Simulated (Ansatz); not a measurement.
Species: C₂HClF (charge 0, doublet). It need not be the lowest isomer of its formula. 
Structure (B3LYP-D3(BJ)/def2-TZVP (Ansatz, an electronic-structure program) minimum search):
```
C
C 1 1.3102
F 2 1.3002 1 132.13
H 1 1.0773 2 121.70 3 -180.00
Cl 1 1.7458 4 115.71 2 -180.00
```
Charge 0, spin multiplicity 2.

Basis-set convergence of Hartree-Fock and MP2 correlation energies (hartree) with Ansatz. Cores are frozen in the correlated levels unless marked. UHF or UKS for open shells. No spin-orbit coupling. No relativistic terms.

The UHF reference is spin-contaminated (<S^2> 0.20 over the pure value in the largest basis). 

```json
[
 {"basis": "cc-pV(D+d)Z", "functions": "70", "E(HF)": "-635.16681", "E(corr, MP2)": "-0.54206"},
 {"basis": "cc-pV(T+d)Z", "functions": "143", "E(HF)": "(withheld)", "E(corr, MP2)": "(withheld)"}
]
```

### Question
What belongs in the gaps?

### Answer

- cc-pV(T+d)Z, E(HF): -635.23798
- cc-pV(T+d)Z, E(corr, MP2): -0.70533
